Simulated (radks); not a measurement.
All-electron atom: Be in [He] 2s2 (the NIST ground configuration). Method: scalar-relativistic Kohn-Sham, LDA (Slater exchange, Perdew-Zunger correlation), spin-polarised, spherical densities, point nucleus; computed with a radial shooting solver on a logarithmic mesh with Libxc functionals.

Unscreened Slater integrals over Kohn-Sham orbitals (hartree). They are taken over the spin-up orbitals.

integral,value
"F0(2s,2s)",0.34720
"F0(2s,1s)",0.49182
"G0(2s,1s)",0.031198
"F0(1s,1s)",2.2276
